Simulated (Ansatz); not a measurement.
TiNCl3H2⁻, that is Ti(NH2)Cl3 with one electron more. Charge -1, multiplicity 2. Geometry r2SCAN-D4/def2-SVP, that of the neutral singlet; atoms count from 1.

```xyz
7

Ti    0.590   -0.004    0.316
N    -1.038    0.056   -0.526
H    -1.922   -0.216   -0.094
H    -1.167    0.308   -1.507
Cl    0.190    0.170    2.457
Cl    1.798    1.617   -0.517
Cl    1.549   -1.930   -0.128
```

**Question.** Estimate the Mulliken populations from the PBE0/def2-TZVPD orbitals of Ansatz.

**Answer.** 
```
atom  charge (e)  spin (α − β)  d electrons
 Ti1        1.27          0.98         2.41
  N2       -0.67         -0.04            –
  H3        0.08          0.02            –
  H4        0.07          0.02            –
 Cl5       -0.58          0.01            –
 Cl6       -0.58          0.00            –
 Cl7       -0.59          0.00            –
```
Mulliken values and Mayer orders depend strongly on the basis. With diffuse functions, as here, like atoms can get unlike values, and bond orders can come out too low or too high.

**Question.** Where does the spin sit?

**Answer.** Summed by element: Ti 0.98, N -0.04, H 0.05, Cl 0.01, of 1 unpaired in all. Largest on single atoms: Ti1 0.98, N2 -0.04, H3 0.02.

**Question.** And the Mayer bond orders between bonded heavy atoms (over 0.3)?

**Answer.** Ti1–N2 0.92 (1.83 Å); Ti1–Cl5 0.70 (2.18 Å); Ti1–Cl6 0.70 (2.19 Å); Ti1–Cl7 0.70 (2.20 Å).
